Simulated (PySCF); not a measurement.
Molecule: `[B@H-](C)([NH3+])P`, CH9BNP.

Atom-mapped SMILES (the numbers label the heavy atoms): `[CH3:1][B@@H-:2]([NH3+:3])[PH2:4]`. Each H is labelled by its parent atom.

Geometry PBE0-D3(BJ)/def2-SVP throughout; GIAO in PySCF, gas phase, one conformer, non-relativistic; equivalent atoms averaged; functional PBE0.

For orientation, cc-pVDZ gives these shifts δ (against TMS, BF3·OEt2, NH3, H3PO4 at the same level): C1 10.0, B2 -12.2, N3 51.4, P4 -194.8, H(B2) 2.77, H(N3) 2.55, H(P4) 1.27, H(C1) 0.14 ppm.

A run gave: C1 10.0, B2 -13.3, N3 53.3, P4 -219.1, H(B2) 2.76, H(N3) 2.64, H(P4) 1.57, H(C1) 0.12 ppm (shifts δ (against TMS, BF3·OEt2, NH3, H3PO4 at the same level)).

Problem. Which basis set was used in that run?
A. aug-cc-pVDZ
B. def2-TZVP
C. def2-SVP
D. IGLO-III
E. pcSseg-0

Solution. D. P4 tells them apart best: IGLO-III gives -219.1, aug-cc-pVDZ gives -209.8, pcSseg-0 gives -305.4, def2-SVP gives -200.9, def2-TZVP gives -226.3 ppm.
